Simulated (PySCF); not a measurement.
Al(GeH3)(OH)(OMe), CH₇AlGeO₂, SMILES C[O][Al]([OH])[GeH3], singlet, CAM-B3LYP/def2-SVP optimised geometry.

```
12

Al    -0.07    -0.57     0.00
Ge     2.37    -0.57     0.00
H      2.94     0.33     1.10
H      2.96    -1.98     0.22
H      2.93    -0.05    -1.33
O     -0.88    -2.06    -0.01
H     -1.82    -2.26    -0.02
O     -0.87     0.91     0.00
C     -2.08     1.59    -0.01
H     -2.19     2.21     0.89
H     -2.15     2.26    -0.88
H     -2.96     0.91    -0.05
```

Density from CAM-B3LYP/def2-TZVP in PySCF at that geometry.

Minimum of the electron density along straight lines between bonded atoms, close to the bond critical point (lines longer than 1.1 times the sum of covalent radii, or with two minima, are not listed):

```tsv
bond	length / Å	ρ at the minimum / e bohr⁻³	∇²ρ there / e bohr⁻⁵	position (fraction from the first atom)
Al1–Ge2	2.438	0.067	0.01	0.36
Ge2–H3	1.539	0.131	0.07	0.59
Ge2–H4	1.538	0.132	…	0.59
Ge2–H5	1.540	0.131	0.07	0.59
Al1–O6	1.695	0.109	0.80	0.43
O6–H7	0.959	0.355	…	0.81
Al1–O8	1.685	0.108	0.83	0.43
O8–C9	1.388	0.268	…	0.65
C9–H10	1.104	0.278	-0.97	0.65
C9–H11	1.104	0.278	-0.97	0.65
C9–H12	1.106	0.276	-0.95	0.64
```

Complete the blanks.


- Ge2–H4, ∇²ρ there / e bohr⁻⁵: 0.06
- O6–H7, ∇²ρ there / e bohr⁻⁵: -2.42
- O8–C9, ∇²ρ there / e bohr⁻⁵: -0.53
